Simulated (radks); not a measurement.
Task: All-electron atom: neutral oxygen in [He] 2s2 2p4. Method: non-relativistic Kohn-Sham, SCAN, spin-polarised, spherical densities, point nucleus; open shells are filled with parallel spins first; meta-GGA in the generalised Kohn-Sham scheme; computed with a radial shooting solver on a logarithmic mesh with Libxc functionals. Some entries of the table are withheld. Estimate them.

orbital  occ.  eigenvalue (eV)  r(max) (bohr)  <r^2> (bohr^2)
1s up       1              (1)         0.1294         0.05397
1s down     1              (2)         0.1293         0.05347
2s up       1         -27.0162         0.8649           1.530
2s down     1         -22.7476         0.8820           1.659
2p up       3         -10.9805         0.8119           1.922
2p down     1          -6.7831         0.8536           2.479

Result: 
(1) 1s up eigenvalue (eV): -520.0476
(2) 1s down eigenvalue (eV): -518.3685
